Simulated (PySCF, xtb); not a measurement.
NbF₅, SMILES [F][Nb]([F])([F])([F])[F], multiplicity 1.

xtb with GFN2-xTB at its own geometry gives an orbital gap of 4.80 eV and a dipole moment of 0.00 D.

Geometry optimised at B3LYP-D3(BJ)/def2-SVP. The multiplicity is an assumed one; other spin states were not compared. The isomer is the one that the SMILES or the coordinates give; other isomers of the formula were not compared. The def2 effective core potentials stand for the cores of Nb; spin–orbit coupling is left out.

Task: What does PySCF with HF/def2-TZVP give? (An estimate is asked for; the answer gives what the named calculation found.)

Result: gap 17.87 eV (levels -17.79 and 0.07 eV), dipole 0.00 D.
